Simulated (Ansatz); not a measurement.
Geometry optimisation, RKS LDA/def2-SVP (Ansatz 0.2.0).

input.yaml

```yaml
crystal:
  periodic: [false, false, false]
  atoms:
    - { symbol: O, position_ang: [-1.4678, 1.2207, 0.0365] }
    - { symbol: B, position_ang: [-0.2327, 0.7592, 0.4934] }
    - { symbol: Si, position_ang: [0.6767, -0.5986, -0.533] }
    - { symbol: Cl, position_ang: [1.0479, -2.2861, 0.6747] }
    - { symbol: H, position_ang: [-2.1845, 0.6652, 0.4311] }
    - { symbol: H, position_ang: [0.2449, 1.2029, 1.488] }
    - { symbol: H, position_ang: [2.0483, -0.0811, -0.9319] }
    - { symbol: H, position_ang: [-0.0407, -0.9393, -1.7146] }
basis:
  gaussian: { orbitals: def2-SVP }
hamiltonian:
  xc: lda
relax:
  f_tol: 0.02
  max_steps: 40
scf:
  lower_state_search: "off"
```

Launched with:

```bash
$ ansatz run input.yaml --threads 1 --pin off --max-ram 2048MiB --backend cpu --events-out ev --progress --plain --runs-dir out
```

Where does it end, and by what steps?

The run converged. The force dipped under the threshold on the way, but the program's further checks kept it going. After 17 steps the energy has fallen by 1.010 eV; H5 moved furthest, 0.91 Å.

| step | energy less start (eV) | largest force component (eV/Å) | accepted |
| --- | --- | --- | --- |
| 0 | 0.0000 | 1.950 | yes |
| 1 | -0.1953 | 1.067 | yes |
| 2 | -0.2679 | 0.871 | yes |
| 3 | -0.4080 | 1.224 | yes |
| 4 | -0.5923 | 3.154 | yes |
| 5 | -0.9135 | 0.797 | yes |
| 6 | -0.9876 | 0.400 | yes |
| 7 | -0.9947 | 0.180 | yes |
| 8 | -1.0033 | 0.167 | yes |
| 9 | -1.0052 | 0.148 | yes |
| 10 | -1.0073 | 0.057 | yes |
| 11 | -1.0079 | 0.084 | yes |
| 12 | -1.0086 | 0.057 | yes |
| 13 | -1.0091 | 0.102 | yes |
| 14 | -1.0094 | 0.077 | yes |
| 15 | -1.0096 | 0.027 | yes |
| 16 | -1.0097 | 0.016 | yes |
| 17 | -1.0098 | 0.014 | yes |

```xyz
8
Properties=species:S:1:pos:R:3
O -1.572 0.988 -0.013
B -0.414 0.552 0.509
Si 0.768 -0.646 -0.594
Cl 1.356 -2.192 0.668
H -2.085 1.557 0.594
H -0.077 0.871 1.646
H 2.016 0.064 -1.064
H 0.100 -1.252 -1.802
```

Whether the end is a true minimum wasn't checked by a vibrational analysis.

Time of the run: 31 s on 1 thread of Arm Neoverse V1, with other jobs on the host, peak memory 0.13 GiB.
